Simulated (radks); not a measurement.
Species: Ta. Configuration: [Xe] 4f14 5d(up 2.25, down 0.75) 6s2 (fractional occupations, a model configuration).

Calculated with a radial shooting solver on a logarithmic mesh with Libxc functionals: scalar-relativistic Kohn-Sham, BLYP, spin-polarised, spherical densities, finite nucleus; Fermi nuclear charge, rms radius 5.3507 fm.

Energy parts (Ry):
part                       energy
total                 -31206.4552
kinetic                34276.8448
electron-nucleus      -77059.5495
Hartree                12208.2182
exchange-correlation    -631.9687

Orbitals (lengths in bohr, moments of r in powers of bohr; r(90%) holds 90 % of the orbital's charge):
| orbital | occ. | eigenvalue (Ry) | <r> | r(90%) |
|---|---|---|---|---|
| 1s down | 1 | -4950.389 | 0.01867 | 0.0340 |
| 1s up | 1 | -4950.388 | 0.01867 | 0.0340 |
| 2s up | 1 | -850.5751 | 0.07896 | 0.122 |
| 2s down | 1 | -850.5713 | 0.07896 | 0.122 |
| 2p up | 3 | -745.5946 | 0.07056 | 0.115 |
| 2p down | 3 | -745.5916 | 0.07056 | 0.115 |
| 3s up | 1 | -194.8227 | 0.2048 | 0.300 |
| 3s down | 1 | -194.8220 | 0.2048 | 0.300 |
| 3p up | 3 | -163.5866 | 0.2049 | 0.306 |
| 3p down | 3 | -163.5856 | 0.2049 | 0.306 |
| 3d up | 5 | -127.0818 | 0.1856 | 0.288 |
| 3d down | 5 | -127.0796 | 0.1856 | 0.288 |
| 4s up | 1 | -39.68766 | 0.4588 | 0.659 |
| 4s down | 1 | -39.68461 | 0.4588 | 0.659 |
| 4p up | 3 | -29.43733 | 0.4877 | 0.709 |
| 4p down | 3 | -29.43450 | 0.4877 | 0.709 |
| 4d up | 5 | -16.30522 | 0.5231 | 0.785 |
| 4d down | 5 | -16.30176 | 0.5231 | 0.785 |
| 5s up | 1 | -5.36268 | 1.101 | 1.59 |
| 5s down | 1 | -5.32672 | 1.099 | 1.58 |
| 5p up | 3 | -2.90066 | 1.297 | 1.90 |
| 5p down | 3 | -2.85257 | 1.293 | 1.90 |
| 4f up | 7 | -1.79717 | 0.6407 | 1.07 |
| 4f down | 7 | -1.78826 | 0.6387 | 1.07 |
| 6s up | 1 | -0.40508 | 3.271 | 4.87 |
| 6s down | 1 | -0.37138 | 3.354 | 5.02 |
| 5d up | 2.25 | -0.27663 | 2.235 | 3.64 |
| 5d down | 0.75 | -0.22356 | 2.306 | 3.82 |

The highest occupied level is 5d down at -3.042 eV. The spin density at the nucleus is 0.033 e/bohr^3 (1s -0.007, 2s -0.332, 3s 0.079, 4s 0.352, 5s -5.034, 6s 4.975). The electron density at the nucleus is 1.395e+06 e/bohr^3 (large components only). Summed over all electrons, <r^2> = 71.57 bohr^2, which gives a Langevin (diamagnetic) susceptibility term of -56.7 x 10^-6 cm^3/mol. The density falls to 0.001 e/bohr^3 at r = 4.90 bohr. Spin moment in Bohr magnetons: 1.5.
